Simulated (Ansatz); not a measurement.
Relaxation of CH₇BFNSi (12 atoms, charge 0, multiplicity 1), to a largest force component of 0.015 eV/Å in at most 40 steps.

These are results of RKS PBE0/def2-SVP (Ansatz 0.2.0), not measurements.

```xyz
12
Properties=species:S:1:pos:R:3
N 0.112 1.468 1.472
C -0.500 0.748 0.350
Si 0.544 -0.738 -0.018
B -0.113 -1.741 -1.476
F -0.363 -1.135 -2.780
H 1.050 1.064 1.662
H -0.447 1.140 2.352
H -1.476 0.413 0.612
H -0.557 1.403 -0.517
H 1.931 -0.292 -0.347
H 0.636 -1.590 1.214
H -0.494 -2.867 -1.292
```

Task: Where does it end, and by what steps?

Result: It converged. After 12 steps the energy has fallen by 0.884 eV; H6 moved furthest, 0.76 Å.

```tsv
step	energy less start (eV)	largest force component (eV/Å)	accepted
0	0.0000	4.618	yes
1	-0.5978	3.062	yes
2	-0.8015	0.612	yes
3	-0.8265	0.508	yes
4	-0.8690	0.314	yes
5	-0.8773	0.201	yes
6	-0.8826	0.094	yes
7	-0.8834	0.053	yes
8	-0.8834	0.053	yes
9	-0.8829	0.161	no
10	-0.8835	0.022	yes
11	-0.8835	0.022	yes
12	-0.8835	0.009	yes
```

```xyz
12
Properties=species:S:1:pos:R:3
N -0.023 1.508 1.597
C -0.498 0.747 0.451
Si 0.507 -0.832 0.040
B -0.173 -1.836 -1.602
F -0.238 -1.190 -2.757
H 0.945 1.794 1.461
H -0.031 0.934 2.438
H -1.555 0.474 0.614
H -0.507 1.398 -0.440
H 1.930 -0.411 -0.201
H 0.516 -1.721 1.248
H -0.550 -2.991 -1.618
```

Time of the run: 36 s on 2 threads of Arm Neoverse V2, on a shared host, peak memory 0.24 GiB.
